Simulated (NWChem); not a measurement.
System: CH3ClOSi, singlet; SMILES CO[Si]Cl

Output (shortened):

```
             Northwest Computational Chemistry Package (NWChem) 7.3.0
             --------------------------------------------------------

                             Geometry "geometry" -> ""
                             -------------------------

 Output coordinates in angstroms (scale by  1.889725989 to convert to a.u.)

  No.       Tag          Charge          X              Y              Z
 ---- ---------------- ---------- -------------- -------------- --------------
    1 Si                  14.0000     1.12717700     0.12032000    -0.00031000
    2 Cl                  17.0000    -0.48772200     1.50581900     0.00004400
    3 O                    8.0000     0.33975200    -1.32648000     0.00023200
    4 C                    6.0000    -0.99169400    -1.77684800     0.00123200
    5 H                    1.0000    -1.70275800    -0.93562600    -0.00241900
    6 H                    1.0000    -1.16463000    -2.40180500    -0.88861400
    7 H                    1.0000    -1.16584100    -2.39481500     0.89568300

 Effective nuclear repulsion energy (a.u.)     199.6023072251

                                 NWChem DFT Module
                                 -----------------

 Summary of "ao basis" -> "ao basis" (spherical)
 ------------------------------------------------------------------------------
       Tag                 Description            Shells   Functions and Types
 ---------------- ------------------------------  ------  ---------------------
 Si                         def2-svp                 8       18   4s3p1d
 Cl                         def2-svp                 8       18   4s3p1d
 O                          def2-svp                 6       14   3s2p1d
 C                          def2-svp                 6       14   3s2p1d
 H                          def2-svp                 3        5   2s1p

 in cosmo_initialize ...
 calling solv_data for solv:dioxane

 solvent parameters
 solvname_short: dioxane
 solvname_long:  1,4-dioxane
 dielec:        2.2099
 dielecinf:     2.0232
 nonaqueous SMD model solvent descriptors
 dielec:        2.2099
 sola:          0.0000
 solb:          0.6400
 solc:          0.0000
 solg:         47.1400
 solh:          0.0000
 soln:          1.4224

          ---------------
          -cosmo- solvent
          ---------------
 Cosmo: York-Karplus, doi: 10.1021/jp992097l
 dielectric constant -eps-     =   2.21
 screen = (eps-1)/(eps    )    =   0.54749
 surface charge correction     = lagrangian

   van der Waals surface
 --------------------------

 ---------- ATOMIC COORDINATES (A.U.) ------------ VDWR(ANG.) --
     1    2.13005567    0.22737183   -0.00058582     2.470
     2   -0.92166094    2.84558530    0.00008315     2.380
     3    0.64203818   -2.50668373    0.00043842     2.294
     4   -1.87402992   -3.35775584    0.00232814     1.850
     5   -3.21774604   -1.76807677   -0.00457125     1.200
     6   -2.20083158   -4.53875333   -1.67923697     1.200
     7   -2.20312004   -4.52554414    1.69259544     1.200
 number of segments per atom =        128
 number of   points per atom =        128
 atom (   nspa,  nppa )
 ----------------------
    1 (     70,     0 )       0
    2 (     88,     0 )       0
    3 (     56,     0 )       0
    4 (     42,     0 )       0
    5 (     40,     0 )       0
    6 (     50,     0 )       0
    7 (     50,     0 )       0
 number of -cosmo- surface points =      396
 molecular surface =    139.533 angstrom**2
 molecular volume  =    130.193 angstrom**3
 -lineq- algorithm             =   0
 -bem- low  level              =   3
 -bem- from -octahedral-
 gaussian surface charge width =   4.50000
 degree of switching           =   1.00000
 switching function tolerance  =   0.00010
 atomic radii =
 --------------
    1 14.000  2.470
    2 17.000  2.380
    3  8.000  2.294
    4  6.000  1.850
    5  1.000  1.200
    6  1.000  1.200
    7  1.000  1.200
 ...... end of -cosmo- initialization ......

 nat:                     7
 ixmem:                  2814
 calling mnsol_interface()
 G(SMD-CDS) energy (kcal/mol)  =    -0.678
 SMD-CDS SASA (angstrom**2)    =   137.684

[...]

                                COSMO-SMD solvation results
                                ---------------------------

             internal energy in gas <Psi(g)|H|Psi(g)> =      -864.588962841318
         internal energy in solvent <Psi(s)|H|Psi(s)> =      -864.588860478282
                               delta internal energy  =         0.000102363036 (    0.06 kcal/mol)
   total free energy in solvent <Psi(s)|H+V/2|Psi(s)> =      -864.590814563447
 polarization energy contribution <Psi(s)|V/2|Psi(s)> =        -0.001954085165 (   -1.23 kcal/mol)
    total free energy in solvent including G(SMD-CDS) =      -864.591894868407
                       G(SMD-CDS) energy contribution =        -0.001080304960 (   -0.68 kcal/mol)
     1 M fixed-concentration free energy of solvation =        -0.002932027089 (   -1.84 kcal/mol)

                       DFT Final Molecular Orbital Analysis
                       ------------------------------------

 Vector   22  Occ=2.000000D+00  E=-3.147750D-01
              MO Center= -2.4D-01,  3.0D-01,  4.5D-04, r^2= 3.4D+00
   Bfn.  Coefficient  Atom+Function         Bfn.  Coefficient  Atom+Function
  ----- ------------  ---------------      ----- ------------  ---------------
    30      0.471924  2 Cl py                27      0.350717  2 Cl py
    41      0.336300  3 O  py                44      0.235418  3 O  py
    24      0.204145  2 Cl py                40     -0.197102  3 O  px
    43     -0.157722  3 O  px                66     -0.141901  5 H  s
    29      0.136316  2 Cl px                65     -0.132927  5 H  s

 Vector   23  Occ=2.000000D+00  E=-3.112351D-01
              MO Center= -2.5D-01, -2.8D-01,  5.0D-04, r^2= 3.7D+00
   Bfn.  Coefficient  Atom+Function         Bfn.  Coefficient  Atom+Function
  ----- ------------  ---------------      ----- ------------  ---------------
    31      0.434864  2 Cl pz                42     -0.411420  3 O  pz
    45     -0.321210  3 O  pz                28      0.308862  2 Cl pz
    25      0.181185  2 Cl pz                56      0.180194  4 C  pz
    70     -0.167742  6 H  s                 75      0.167942  7 H  s
    71     -0.089222  6 H  s                 76      0.089424  7 H  s

 Vector   24  Occ=2.000000D+00  E=-2.635080D-01
              MO Center=  1.1D+00,  4.4D-01, -4.0D-04, r^2= 3.0D+00
   Bfn.  Coefficient  Atom+Function         Bfn.  Coefficient  Atom+Function
  ----- ------------  ---------------      ----- ------------  ---------------
     3      0.505862  1 Si s                 29     -0.387216  2 Cl px
     4      0.376260  1 Si s                  2      0.293870  1 Si s
    26     -0.269462  2 Cl px                 8      0.248006  1 Si px
    11      0.236409  1 Si px                39     -0.169103  3 O  s
    23     -0.155477  2 Cl px                 5     -0.134376  1 Si px

 Vector   25  Occ=0.000000D+00  E=-6.919388D-02
              MO Center=  1.0D+00,  1.2D-01, -3.4D-05, r^2= 3.0D+00
   Bfn.  Coefficient  Atom+Function         Bfn.  Coefficient  Atom+Function
  ----- ------------  ---------------      ----- ------------  ---------------
    13      0.711241  1 Si pz                10      0.409619  1 Si pz
    31     -0.262650  2 Cl pz                42     -0.244272  3 O  pz
    45     -0.239294  3 O  pz                 7     -0.210459  1 Si pz
    28     -0.146742  2 Cl pz                76      0.104956  7 H  s
    71     -0.104248  6 H  s                 25     -0.084304  2 Cl pz

 Vector   26  Occ=0.000000D+00  E= 2.510132D-02
              MO Center=  1.1D+00,  7.7D-02, -3.7D-04, r^2= 3.7D+00
   Bfn.  Coefficient  Atom+Function         Bfn.  Coefficient  Atom+Function
  ----- ------------  ---------------      ----- ------------  ---------------
    12      0.954087  1 Si py                39      0.521602  3 O  s
    22     -0.429560  2 Cl s                 29     -0.412403  2 Cl px
    11     -0.371021  1 Si px                 9      0.318218  1 Si py
    53     -0.266585  4 C  s                 66      0.239591  5 H  s
    30      0.195308  2 Cl py                 6     -0.165012  1 Si py

 Vector   27  Occ=0.000000D+00  E= 5.942554D-02
              MO Center=  2.6D-01, -3.5D-01,  9.5D-04, r^2= 4.9D+00
   Bfn.  Coefficient  Atom+Function         Bfn.  Coefficient  Atom+Function
  ----- ------------  ---------------      ----- ------------  ---------------
    53      1.070823  4 C  s                 11      0.905961  1 Si px
     4     -0.763897  1 Si s                 39      0.613871  3 O  s
    76     -0.526470  7 H  s                 71     -0.523580  6 H  s
    30     -0.415687  2 Cl py                66     -0.395734  5 H  s
    12      0.375571  1 Si py                22      0.375947  2 Cl s

     Multipole analysis of the density
     ---------------------------------

     L   x y z        total         alpha         beta         nuclear
     -   - - -        -----         -----         ----         -------
     0   0 0 0     -0.000000    -24.000000    -24.000000     48.000000

     1   1 0 0     -0.294049     -0.358510     -0.358510      0.422972
     1   0 1 0     -0.653349     -0.589563     -0.589563      0.525777
     1   0 0 1      0.000681     -0.009397     -0.009397      0.019476

     2   2 0 0    -28.278718    -75.330180    -75.330180    122.381642
     2   1 1 0      2.392342     -5.165724     -5.165724     12.723790
     2   1 0 1     -0.000429      0.030417      0.030417     -0.061263
     2   0 2 0    -28.568346   -164.534472   -164.534472    300.500597
     2   0 1 1     -0.001544      0.041092      0.041092     -0.083729
     2   0 0 2    -26.375785    -16.030280    -16.030280      5.684776
```

Level: B3LYP/def2-SVP, SMD on the gas-phase geometry. Low-valent species are run as closed-shell singlets; no triplet was tried in these runs. The geometry was optimised at PBE0/def2-SVP. Solvent: 1,4-dioxane.

Q: Reconstruct the input file.

A: Several could match; the one computed here: the input that was run:
```
start job
memory heap 200 mb stack 900 mb global 1100 mb
geometry units angstroms noautosym nocenter noautoz
  Si     1.127177     0.120320    -0.000310
  Cl    -0.487722     1.505819     0.000044
  O      0.339752    -1.326480     0.000232
  C     -0.991694    -1.776848     0.001232
  H     -1.702758    -0.935626    -0.002419
  H     -1.164630    -2.401805    -0.888614
  H     -1.165841    -2.394815     0.895683
end
basis spherical
  * library def2-svp
end
dft
  xc b3lyp
  iterations 150
end
cosmo
  do_cosmo_smd true
  solvent dioxane
end
task dft energy
```
